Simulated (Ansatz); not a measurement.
`NC[SiH2]F` → `NCF` + `[SiH2]`  (silylene formation by 1,1-elimination)

Isolated molecules relaxed with PBE0-D4/def2-TZVP in Ansatz; ΔE leaves out vibrations. CBS: MP2 limit from def2 TZ/QZ plus the TZ coupled-cluster correction, frozen cores. This one scheme is used for every species. One conformer a species, not always the lowest.

```csv
level,ΔE (kJ/mol)
CCSD(T)/def2-SVP,356.0
CCSD/CBS(def2),398.8
```

**Question.** What does CCSD(T)/CBS give? (Estimate.)

**Answer.** The calculation gave: +401.3 kJ/mol. The listed levels differ from it by -45.3, -2.5 kJ/mol.

Largest T1 diagnostic among the species: 0.014.

Leaving LDA and LC-ωPBE aside and taking each functional with its dispersion term where it has one, the values, not all of them listed here, spread over 43.9 kJ/mol, from BLYP-D4 to r2SCAN0-D4. LDA lies +32.2 kJ/mol from PBE without D4. From r2SCAN to r2SCAN0 (25 % exact exchange), in def2-TZVPP and without D4, ΔE moves by +4.6 kJ/mol. The D4 term adds +11.8 kJ/mol with B3LYP and +6.3 kJ/mol with PBE0; it sums over pairs of atoms, weighted by their polarisabilities, and B3LYP, whose exchange is more repulsive, gets the larger term.

B3LYP here is the variant with VWN-RPA as its local correlation; programs differ in this.
